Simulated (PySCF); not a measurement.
An unknown shows these calculated signals:

¹H NMR (600 MHz, computed): δ 6.98 (m, 1H), 6.34 (br s, 1H), 6.20 (m, 1H), 5.70 (m, 1H), 2.49 (m, 3H).

¹³C{¹H} NMR (computed): δ 177.3 (C), 170.8 (C), 131.9 (CH), 124.9 (CH2), 118.8 (C), 21.7 (CH3).

PySCF 2.14.0 with density-fitted response routines calculation with geometry from GFN2-xTB and GIAO PBE0/pcSseg-1 shieldings; gas phase, equivalent nuclei averaged, one conformer, no relativistic terms.

δ = σ(ref) − σ, references computed at the same level: ¹H (σref 31.72), ¹³C (σref 186.93) vs TMS.

Q: Which of these does the molecule contain: a Si–H bond, an OH group, a ketone, a C≡C triple bond, a vinyl group CH=CH2, a non-aromatic C=C double bond?

A: 
- A Si–H bond: no.
- An OH group: yes (δH 6.34 (br s)).
- A ketone: no.
- A C≡C triple bond: no.
- A vinyl group CH=CH2: yes (δC 124.9, 131.9; δH 6.20 (m), 5.70 (m), 6.98 (m)).
- A non-aromatic C=C double bond: yes.

The data belong to SMILES C=C/C(C(=O)O)=C(/C)F, C$_{6}$H$_{7}$FO$_{2}$; they needn't prove each group on their own.

Carbon signals by region: 2 in the far downfield region (above 160 ppm), 3 in the sp2 and nitrile region (100–160 ppm), 1 below 50 ppm. Above 160 ppm: 177.3, β carbon of a C=C–C=O unit, 170.8, carboxylic acid carbon.

Exchangeable OH/NH protons stand at their gas-phase positions; hydrogen bonding in a real sample shifts them, mostly to higher δ. Splittings by ¹⁹F in the carbon and heteronuclear signals aren't shown, as no couplings were computed. Shifts are as computed. Against solution values, carbons near 30 ppm lie about +3 ppm off and those near 130 ppm about +5 ppm (rms about the fit 2.1 ppm; single classes can miss by 10 ppm). Of 1328 compounds with measured shifts, 309 miss one by over three times the rms of a fit or turn the order of signals round; such compounds aren't used in these exercises. Signals without a measured value on file couldn't be tested in this way; 1H shifts scatter by 0.2 ppm about their fit, and single ones miss by 0.5 ppm. Hydrogen bonding in solution deshields acid and N–H amide carbonyl carbons by as much as 10 ppm beyond these values. Multiplicities follow the n + 1 count of equivalent neighbours, as no J values were calculated; m marks all less simple cases, F and P coupling included.
